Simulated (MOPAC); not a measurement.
MOPAC input (AM1):

```
AM1 PRECISE GNORM=0.05 LET XYZ CHARGE=1 GEO-OK AUX(PRECISION=9) THREADS=1
CaCl

Ca   -0.00000000 1   -0.00000000 1   -1.07099997 1
Cl    0.00000000 1    0.00000000 1    1.25999996 1
```

### Question
What heat of formation does the run end on?

### Answer
126.52 kcal/mol.
